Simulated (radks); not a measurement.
Results of a calculation; reference values are marked as such.
Task: The mean radii <r> (bohr) of the occupied orbitals of an atom or ion are listed with their occupations. Code: a radial shooting solver on a logarithmic mesh with Libxc functionals. Model: Dirac Kohn-Sham, SOGGA, spin-unpolarised, spherical densities, finite nucleus; Fermi nuclear charge, rms radius of each element as measured or else 0.836 A^(1/3) + 0.57 fm.

| orbital | occ. | <r> |
|---|---|---|
| 1s1/2 | 2 | 0.03264 |
| 2s1/2 | 2 | 0.1416 |
| 2p1/2 | 2 | 0.1203 |
| 2p3/2 | 4 | 0.1252 |
| 3s1/2 | 2 | 0.3906 |
| 3p1/2 | 2 | 0.3831 |
| 3p3/2 | 4 | 0.3938 |
| 3d3/2 | 4 | 0.3681 |
| 3d5/2 | 6 | 0.3716 |
| 4s1/2 | 2 | 0.9624 |
| 4p1/2 | 2 | 1.028 |
| 4p3/2 | 4 | 1.055 |
| 4d3/2 | 4 | 1.290 |
| 5s1/2 | 2 | 2.335 |

Name the element and its charge. Open shells, if any, fill j = l - 1/2 first.

Result: Z = 45, rhodium, charge +3: Rh3+ in [Kr] 4d4 5s2. The 1s radius gives Z: for a bare nucleus <r> = (2 gamma + 1)/(2Z) with gamma = sqrt(1 - (Z/c)^2), 0.0321 bohr for Z = 45, and screening makes it slightly larger (0.03264 here). The occupations add up to 42, and the charge is Z minus that.
